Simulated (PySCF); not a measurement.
# Correlation energy of Fe (iron, neutral)

[Ar] 3d6 4s2, high-spin 5D determinant. Computed with PySCF 2.14 in cc-pVDZ (6s5p3d1f, 43 functions), with the non-relativistic Hamiltonian (point nucleus). Frozen: [Ar]; 8 electrons correlated.

MP2 pair energies summed by pair of shells (mhartree):

```
 pair   energy  share (%)
3d-3d  -102.44       68.2
3d-4s   -26.82       17.9
4s-4s   -20.87       13.9
```

Total MP2 correlation energy: -150.13 mhartree.

Same-spin part -71.98 and opposite-spin part -78.15 mhartree; SCS-MP2 scales them by 1/3 and 6/5 to -117.77 mhartree.
